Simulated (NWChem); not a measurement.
Molecule: C2H5ClSi2; SMILES C1[SiH2][Si@@H](Cl)C=1

```xyz
10

Cl     0.1883    -2.2079     0.3121
Si    -0.1461    -0.3889    -0.6391
C     -1.4967     0.6830     0.1057
C     -0.8537     1.8305     0.4383
Si     0.9813     1.5324     0.0707
H     -0.3120    -0.7080    -2.0878
H     -2.5752     0.5284     0.2400
H     -1.3721     2.7091     0.8465
H      1.6235     2.4758    -0.8971
H      1.8457     1.4372     1.2864
```
Atoms are numbered in this order, from 1.

Results from NWChem. Pople sets run with spherical d functions. Coordinates come from a PBE0/def2-SVP optimisation. Total energies compare along this basis series because the functional is fixed.

```csv
level,basis functions,energy (Ha),highest occupied level (eV),orbital gap (eV),dipole (D),relative time
PBE0/STO-3G,42,-1105.3079,-5.65,8.50,2.96,1
PBE0/3-21G,67,-1112.1897,-7.99,7.07,2.86,1
PBE0/6-31G*,92,-1117.8661,-7.73,6.86,2.25,4
PBE0/6-31+G*,112,-1117.8714,-7.83,6.71,2.14,8
PBE0/6-311G**,144,-1117.9628,-7.85,6.75,2.26,6
PBE0/6-311++G**,169,-1117.9653,-7.84,6.67,2.11,10
```

The last column is a rough cost ratio, cheapest run = 1.
